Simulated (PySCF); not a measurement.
# Electron correlation in Pd⁺ (palladium, charge +1)

[Kr] 4d9, 2D determinant. All numbers are calculated (PySCF 2.14, scalar relativity through the core potential, in aug-cc-pVDZ-PP with ECP28MDF). Frozen: 4s2 4p6; 9 electrons correlated.

```tsv
level	correlation energy (mhartree)
CCSD	-224.72
(T)	-5.09
CCSD(T)	-229.81
```

Diagnostics: T1 = 0.0057, D1 = 0.0103, largest double amplitude 0.019.

Cost of the coupled-cluster step: roughly 6 core-seconds, for 9 correlated electrons.

Iterations:

```
CC2 = 0
CCSD nocc = (np.int64(5), np.int64(4)), nmo = (50, 50)
frozen orbitals [[0, 1, 2, 3], [0, 1, 2, 3]]
max_cycle = 100
direct = 0
conv_tol = 1e-08
conv_tol_normt = 1e-06
diis_space = 8
diis_start_cycle = 0
Init t2, MP2 energy = -0.230853918126217
Init E_corr(UCCSD) = -0.230853918127984
cycle = 1  E_corr(UCCSD) = -0.222525864443743  dE = 0.00832805368  norm(t1,t2) = 0.0328061
cycle = 2  E_corr(UCCSD) = -0.224438327944307  dE = -0.0019124635  norm(t1,t2) = 0.00985998
cycle = 3  E_corr(UCCSD) = -0.224428196408184  dE = 1.01315361e-05  norm(t1,t2) = 0.00512875
cycle = 4  E_corr(UCCSD) = -0.224702698283349  dE = -0.000274501875  norm(t1,t2) = 0.00334478
cycle = 5  E_corr(UCCSD) = -0.224710943959963  dE = -8.24567661e-06  norm(t1,t2) = 0.00156221
cycle = 6  E_corr(UCCSD) = -0.224707450287687  dE = 3.49367228e-06  norm(t1,t2) = 0.00066036
cycle = 7  E_corr(UCCSD) = -0.224717727716962  dE = -1.02774293e-05  norm(t1,t2) = 0.00032411
cycle = 8  E_corr(UCCSD) = -0.224718877136923  dE = -1.14941996e-06  norm(t1,t2) = 0.000161375
cycle = 9  E_corr(UCCSD) = -0.224717052044843  dE = 1.82509208e-06  norm(t1,t2) = 7.90192e-05
cycle = 10  E_corr(UCCSD) = -0.224717417071928  dE = -3.65027085e-07  norm(t1,t2) = 3.78427e-05
cycle = 11  E_corr(UCCSD) = -0.224717794302772  dE = -3.77230844e-07  norm(t1,t2) = 1.67705e-05
cycle = 12  E_corr(UCCSD) = -0.224717732944751  dE = 6.13580208e-08  norm(t1,t2) = 4.27618e-06
cycle = 13  E_corr(UCCSD) = -0.224717706765702  dE = 2.61790487e-08  norm(t1,t2) = 1.92864e-06
cycle = 14  E_corr(UCCSD) = -0.224717690443736  dE = 1.63219659e-08  norm(t1,t2) = 1.07866e-06
cycle = 15  E_corr(UCCSD) = -0.22471768680735  dE = 3.63638672e-09  norm(t1,t2) = 5.31649e-07
UCCSD converged
E(UCCSD) = -126.6011845183393  E_corr = -0.2247176868073497
UCCSD(T) correction = -0.00508724984655613
```
